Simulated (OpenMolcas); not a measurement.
Co3+ with its 6 nearest fluoride ions at 1.926 Å, on the Ga site of K2NaGaF6 (a = 8.246 Å, distance in the model lattice 1.938 Å). The rest of the host is ab initio model potentials to 7.6 Å, with orthogonalisation functions on the cations behind the ligands, and point charges beyond; the distance is set by hand and nothing relaxes. Ligand basis ANO-RCC-VDZP.

| Quantity | Value |
| --- | --- |
| Program | OpenMolcas |
| Method | SS-CASPT2, IPEA 0.25 Eh, imaginary shift 0.1 Eh (closed shells correlated: 3s 3p and the ligand valence shells) |
| Basis | ANO-RCC-VTZP [6s5p3d2f1g] |
| Scalar Hamiltonian | DKH2, point nucleus |
| Active space | 6 electrons in 5 orbitals (3d) |
| State averaging | 2S+1 = 5 even, 5 roots; 2S+1 = 3 even, 45 roots; 2S+1 = 1 even, 50 roots |
| Spin-orbit coupling | RASSI with atomic mean-field integrals over the reference wave functions |

(1) What is the spin-free ground state (labels of O, the rotations of Oh)?

(2) Where is the first state of the same spin?

(3) What are the lowest two levels with spin-orbit coupling?

(4) What is χT at 300 K, and how does it compare with the textbook value?

Results:

(1) 5T2, 3-fold in its orbital part; it has the highest spin that d6 allows.

(2) 5E at 13800 cm-1 above the ground state.

(3) A 3-fold level T2, then a 2-fold level E 250 cm-1 above it. Their leading multiplicities are 5 (100 %) and 5 (99 %).

(4) The lowest level has 2S+1 = 5, for which the spin-only value is χT = S(S+1) / 2 = 3.000 cm3 K/mol (g = 2). The computed 4.126 at 300 K differs by +1.126, through orbital momentum, spin-orbit coupling and any other state in reach. With a threefold ground state the orbital momentum is unquenched, so the spin-only value is not expected to hold.

Roots that are degenerate in the reference are averaged as groups; the widest CASPT2 spread within a group is 520 cm-1 (the 2-fold group of multiplicity 1 near 72900 cm-1 above the lowest state of its run). Shifts and gaps below about the spread of the groups concerned are not significant. Over all roots computed the reference weight is 0.68 to 0.73; the roots of lowest weight are the least certain, and an intruder state may touch them. An orbital triplet at a regular site is open to Jahn-Teller coupling, which can distort the site and quench the lowest spin-orbit gaps and is left out. This shell can be high or low spin here, a state of another spin lies low, and with metal d orbitals alone active their balance is uncertain, so the ground spin may be wrong. A single d shell leaves out the double-shell effect, which counts most for late 3d ions, where the CASPT2 field can be off either way by tens of per cent. Ligand-to-metal charge-transfer states are missing. These CASPT2 states fit no ligand-field parameters well, so their order and spin gaps are uncertain. With no ligand orbital active B as a rule stays too high, so bands that hang on it stand too high and its fall with covalency is understated. With one d shell and no ligand orbital active, 10Dq can be off by a tenth or more. No measured value stands beside these numbers; the geometry was set by hand and not optimised.
